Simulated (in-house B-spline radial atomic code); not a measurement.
A fraction x of an electron is removed from 3d in In IV (In3+), starting from [Kr] 4d10 and keeping the highest spin. All numbers are computed (scalar-relativistic (X2C) AM05, spin-polarised, spherical fractional occupations; Fermi nucleus of rms radius 4.6156 fm) with a B-spline radial code for spherical atoms, not measured.

```csv
x,E(x) - E(0) (eV),3d down level (eV)
0,0.0000,-461.896
0.09,41.7417,-465.700
0.15,69.7600,-468.247
0.27,126.2565,-473.368
0.44,?,?
0.5,236.2691,-483.285
0.61,289.6935,-488.074
0.73,348.5775,-493.331
0.86,?,?
0.91,438.0914,-501.281
1,483.3866,-505.284
```

Question: What belongs in the row x = 0.44?

Answer: An energy change of 207.3500 eV; 3d down at -480.685 eV.

Question: What belongs in the row x = 0.86?

Answer: An energy change of 413.0827 eV; 3d down at -499.065 eV.

Question: Check Janak's theorem between x = 0.09 and 0.15.

Answer: The slope of the energy is 466.97 eV; the orbital levels give 466.97 eV (-ε of the emptying orbital, averaged over the two points).
